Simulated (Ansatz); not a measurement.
ClH2O2Si (`O[Si](O)Cl`) radical. Total charge 0; spin multiplicity 2. All single points use the PBE0-D4/def2-TZVP geometry. It is one conformer, not always the lowest.

```xyz
6

O     0.099    1.402    0.463
Si   -0.163   -0.207    0.382
O    -1.036   -0.384   -0.985
Cl    1.632   -1.247    0.259
H     0.687    1.714    1.154
H    -1.219   -1.280   -1.273
```

(1) What is the dipole moment at ωB97M-V/def2-TZVPP? (An estimate is asked.)

(2) And with PBE, r2SCAN, B3LYP? (Estimate.)

(3) Give the Mulliken charges with ωB97M-V, r2SCAN, B3LYP in def2-TZVPP. (Best estimate.)

Results:

(1) Ansatz gave: 1.15 D, with components (-0.30, -0.58, 0.95) D in this frame, pointing from negative to positive charge.

(2) Computed: PBE 0.90 D, r2SCAN 0.99 D, B3LYP 1.11 D.

(3) Computed: 
```tsv
atom	ωB97M-V	r2SCAN	B3LYP
O1	-0.31	-0.35	-0.33
Si2	0.49	0.56	0.54
O3	-0.31	-0.35	-0.33
Cl4	-0.23	-0.26	-0.26
H5	0.18	0.21	0.19
H6	0.18	0.21	0.19
```

B3LYP here is the variant with VWN-RPA as its local correlation; programs differ in this.
